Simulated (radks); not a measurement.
The numbers below are computed, except where a source is named.
Neutral xenon inside a hard spherical wall (all orbitals vanish at R), configuration held at [Xe] and not refilled when levels cross. Code: a radial shooting solver on a logarithmic mesh with Libxc functionals. Model: scalar-relativistic Kohn-Sham, PBE, spin-polarised, spherical densities, finite nucleus; Fermi nuclear charge, rms radius 4.7859 fm. Eigenvalues in eV for spin up, with the zero of energy where the potential of the charges vanishes at infinity; a dash marks a level that is unbound or too diffuse for the functional's potential to be trusted. A positive occupied level is held by the wall or, in an anion where self-interaction has pushed it up, behind a barrier. The pressure on the wall is -dE/dV.

R (bohr)  E (hartree)  kinetic (hartree)    e(4p)    e(4d)    e(5s)   e(5p)  e(6s, empty)  e(5d, empty)  pressure (GPa)
free      -7447.03737           7830.781  -141.27  -59.384  -19.740  -8.235             -             -               0
20        -7447.03737           7830.781  -141.27  -59.384  -19.740  -8.235             -             -        < 0.0001
10        -7447.03734           7830.782  -141.27  -59.381  -19.737  -8.232        -0.040         1.923         0.00135
8         -7447.03654           7830.791  -141.22  -59.331  -19.695  -8.192         0.880         2.671          0.0468
7         -7447.03349           7830.818  -141.08  -59.195  -19.583  -8.082         2.041         3.389           0.285
3.5       -7446.02303           7835.915  -130.07  -48.473  -10.882   2.099        41.427        21.884             334
3         -7444.57681           7841.873  -121.97  -40.703   -3.115  11.652        72.056        36.061            1170
2         -7428.40721           7899.266  -79.480    0.536   60.634  87.149        273.19        132.98           25300
1.5       -7380.00578           8051.766  -10.947   73.610   220.32  262.46        655.61        325.48          198000
